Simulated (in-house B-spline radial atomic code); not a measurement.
Inner levels of lanthanum as electrons are removed. A shift is the extra binding of the orbital against the neutral atom ([Xe] 5d3/2(1) 6s2). The density at the nucleus is averaged over the nuclear charge. Computed with a radial B-spline atomic code at the basis-set limit: Dirac-Hartree-Fock, jj configuration that fills j = l - 1/2 first, finite nuclei.

A number in brackets counts the electrons of a j subshell.

| ion | configuration | shift of 2p3/2 (eV) | shift of 2p1/2 (eV) | shift of 3s1/2 (eV) | radius of 2p3/2 (bohr) | radius of 2p1/2 (bohr) | radius of 3s1/2 (bohr) | Σ<r²> (bohr²) | change of density at nucleus (bohr⁻³) |
| --- | --- | --- | --- | --- | --- | --- | --- | --- | --- |
| La24+ | [Ar] 3d10 4s2 4p1/2(2) 4p3/2(1) | 728.65 | 731.3 | 687.94 | 0.095901 | 0.089845 | 0.2803 | 3.6014 | 465.73 |
| La25+ | [Ar] 3d10 4s2 4p1/2(2) | ? | ? | ? | ? | ? | ? | ? | ? |
| La26+ | [Ar] 3d10 4s2 4p1/2(1) | 833.23 | 835.83 | 782.41 | 0.095859 | 0.089817 | 0.27961 | 2.7202 | 598.04 |
| La27+ | [Ar] 3d10 4s2 | ? | ? | ? | ? | ? | ? | ? | ? |
| La28+ | [Ar] 3d10 4s1 | 942.37 | 944.32 | 879.43 | 0.095808 | 0.089789 | 0.27928 | 1.9201 | -399.52 |
| La29+ | [Ar] 3d10 | 997.74 | 999.91 | 928.23 | 0.095785 | 0.089769 | 0.27903 | 1.54 | -1490.94 |

Problem. Fill in the row of La25+.

Solution. shift of 2p3/2 (eV): 779.61; shift of 2p1/2 (eV): 783.04; shift of 3s1/2 (eV): 734.32; radius of 2p3/2 (bohr): 0.095886; radius of 2p1/2 (bohr): 0.089822; radius of 3s1/2 (bohr): 0.27998; Σ<r²> (bohr²): 3.1431; change of density at nucleus (bohr⁻³): 547.5.

Problem. Fill in the row of La27+.

Solution. shift of 2p3/2 (eV): 887.82; shift of 2p1/2 (eV): 889.56; shift of 3s1/2 (eV): 831.23; radius of 2p3/2 (bohr): 0.09583; radius of 2p1/2 (bohr): 0.089808; radius of 3s1/2 (bohr): 0.27922; Σ<r²> (bohr²): 2.3116; change of density at nucleus (bohr⁻³): 649.36.
